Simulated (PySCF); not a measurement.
Work out the structure from these simulated measurements.

Formula: C3H10O3Si.

| Item | Value |
| --- | --- |
| 13C NMR | chemical shifts (computed TMS as zero) by class: 46.3 (3 C) ppm [GIAO HF/pcSseg-1] |
| Rotational structure | rotational constants A, B, C: 2.077, 2.062, 1.105 GHz [PBE0-D3(BJ)/def2-SVP] |
| Polarisability | 73.5 au [wB97X-D/def2-SVPD] |
| Dipole | 0.65 D [wB97X-D/def2-SVPD] |
| Triplet | lowest triplet excitation (Tamm–Dancoff): 7.98 eV [TDA wB97X-D/def2-SVPD] |
| UV, first state | lowest singlet excitation: 8.16 eV (152 nm, f = 0.032 summed over 2 states within 0.01 eV) [TDDFT wB97X-D/def2-SVPD] |
| Valence photoelectron | vertical ionisation energy: 10.32 eV [ΔSCF wB97X-D/def2-SVPD] |
| XPS | Si2p3/2 107.8, C1s 292.4 (×3), O1s 538.0 (×3), Si1s 1848.0 eV [ΔSCF SCAN, pcX-2 on the ionised atom, pcseg-1 elsewhere, spin-free X2C, 2p3/2 from a spin–orbit splitting computed afterwards within the 2p shell] |

The electronic properties come from PySCF, for the isolated species, density fitting. Levels stand in brackets. Geometry: PBE0-D3(BJ)/def2-SVP, one conformer, isolated molecule. NMR classes are plain means over equivalent atoms (diastereotopic ones count apart unless rotation or inversion swaps them), as if these changed places fast.

Problem. What is the compound? Reason from the data.

Solution. Numbering: `[CH3:1][O:2][SiH:3]([O:4][CH3:5])[O:6][CH3:7]`. Its formula, C3H10O3Si, gives 0 degrees of unsaturation, so no ring and no π bond. 3 carbons fall into 1 class: methoxy carbon [C1/C5/C7] (46.3 ppm, 3 C). The core levels belong to: Si2p3/2 107.8 eV, oxygen-bound silicon [Si3]; C1s 292.4 eV, methoxy carbon [C1/C5/C7]; O1s 538.0 eV, silyl ether oxygen [O2/O4/O6]; Si1s 1848.0 eV, oxygen-bound silicon [Si3]. The first electron is taken from the HOMO, whose largest Löwdin shares are 0.19 on a silyl ether oxygen, 0.17 on a silyl ether oxygen, 0.15 on a silyl ether oxygen and 0.14 on the Si–H hydrogen. The optimised geometry has point group C3 and is an oblate symmetric top (the spread among constants that symmetry makes equal is optimisation noise). Structure: `CO[SiH](OC)OC` (trimethoxysilane). The assignments are read from this structure; whether some other isomer fits the data as well wasn't checked.

Conformer computed: `[CH3:1][O:2][SiH:3]([O:4][CH3:5])[O:6][CH3:7]`: C1–O2–Si3–O4 166°, O2–Si3–O4–C5 48°, O2–Si3–O6–C7 168°.
